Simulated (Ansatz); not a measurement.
Basis sets compared for WF6. The state is a singlet with charge 0. Geometry PBE-D4/def2-SVP. Ansatz on 2 threads of AMD EPYC 7R13 on a shared host; times are rough, and most runs start from earlier orbitals.

```xyz
7

W     0.0000    0.0000    0.0000
F     0.6850    0.8499    1.5072
F    -0.6850   -0.8500   -1.5073
F    -1.4662   -0.5758    0.9911
F     1.4662    0.5758   -0.9910
F     0.9190   -1.5522    0.4576
F    -0.9190    1.5523   -0.4576
```

In the def2 sets W takes a core potential; there is no spin–orbit coupling.

| level | functions | energy (Eh) | HOMO (eV) | LUMO (eV) | wall time |
| --- | --- | --- | --- | --- | --- |
| PBE-D4/def2-SVP | 116 | -665.4814 | -10.53 | -5.39 | 2 s |
| PBE-D4/def2-TZVP | 226 | -666.2366 | -10.65 | -5.41 | 2.6 s |
| PBE0-D4/def2-SVP | 116 | -665.3765 | -12.79 | -5.07 | 2.7 s |
| PBE0-D4/def2-TZVP (with forces) | 226 | -666.1368 | -12.79 | -4.94 | 6.5 s |
| r2SCAN0-D4/def2-TZVP | 226 | -666.3634 | -13.21 | -5.02 | 7 s |

Q: Estimate the rows for PBE-D4/def2-TZVPD, PBE0-D4/def2-TZVPD, r2SCAN0-D4/def2-TZVPD.

A: 
```csv
level,functions,energy (Eh),HOMO (eV),LUMO (eV),wall time
PBE-D4/def2-TZVPD,283,-666.2425,-10.66,-5.42,20 s
PBE0-D4/def2-TZVPD,283,-666.1431,-12.78,-4.92,22 s
r2SCAN0-D4/def2-TZVPD,283,-666.3704,-13.17,-4.96,28 s
```
